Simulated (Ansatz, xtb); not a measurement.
**C8H6O: which of two isomers lies lower**

We compare X, `C#CC1=CC(=O)CC=C1`, a singlet, with Y, `C#Cc1cocc1C=C`, a singlet. Both are isolated molecules in the gas phase, relaxed with r2SCAN-D4/def2-SVP; each stands in its lowest conformer found.

Quicker runs give these differences E(Y) − E(X): GFN2-xTB −2.1 kJ/mol; HF/STO-3G +0.3 kJ/mol (at GFN2-xTB geometries); r2SCAN-D4/def2-SVP//GFN2-xTB +47.2 kJ/mol.

Task: Estimate E(Y) − E(X) at the level CCSD(T)/def2-SVP + ΔMP2/def2-TZVPP.

Result: Calculated at CCSD(T)/def2-SVP + ΔMP2/def2-TZVPP: E(Y) − E(X) = +43.5 kJ/mol, so structure X lies lower.

Level by level:

| level | geometry | E(Y) − E(X) (kJ/mol) | departure from the last row (kJ/mol) | job, with rough time for the two |
| --- | --- | --- | --- | --- |
| GFN2-xTB | GFN2-xTB | −2.1 | −45.6 | optimisation, 0.15 s |
| HF/STO-3G | GFN2-xTB | +0.3 | −43.2 | single point, 0.48 s |
| r2SCAN-D4/def2-SVP//GFN2-xTB | GFN2-xTB | +47.2 | +3.7 | single point, 4.2 s |
| r2SCAN-D4/def2-SVP | r2SCAN-D4/def2-SVP | +45.8 | +2.3 | optimisation, 41 s |
| HF/def2-SVP | r2SCAN-D4/def2-SVP | +61.7 | +18.2 | part of the CCSD(T) run |
| MP2/def2-SVP | r2SCAN-D4/def2-SVP | +40.0 | −3.4 | part of the CCSD(T) run |
| CCSD(T)/def2-SVP | r2SCAN-D4/def2-SVP | +47.1 | +3.6 | single point |
| CCSD(T)/def2-SVP + ΔMP2/def2-TZVPP | r2SCAN-D4/def2-SVP | +43.5 |  | single point, 2.2 min |

As drawn, Y has 3 C∷C, 2 C∷O in place of 3 C–C, 1 C=C, 1 C=O (∷ is an aromatic bond). Structure X has a 6-membered ring, Y a 5-membered ring (with an aromatic ring).

GFN2-xTB puts the two in the other order. HF/STO-3G finds them nearly level. The largest departure from CCSD(T)/def2-SVP + ΔMP2/def2-TZVPP is that of GFN2-xTB, 45.6 kJ/mol. The last row adds to CCSD(T) the change of the MP2 difference between the two basis sets, here −3.6 kJ/mol.

With thermal terms from frequencies at re-optimised GFN2-xTB minima (ideal gas, soft modes damped towards free rotors, one conformer each, 298.15 K, 1 atm): the zero-point term adds +0.5 kJ/mol; ΔH is +44.2 and ΔG +44.3 kJ/mol.

The correlated steps freeze 9 core orbitals. Programs: Ansatz 0.2.0, xtb 6.7.1; the last row on 4 threads of Arm Neoverse V1 on a shared host.
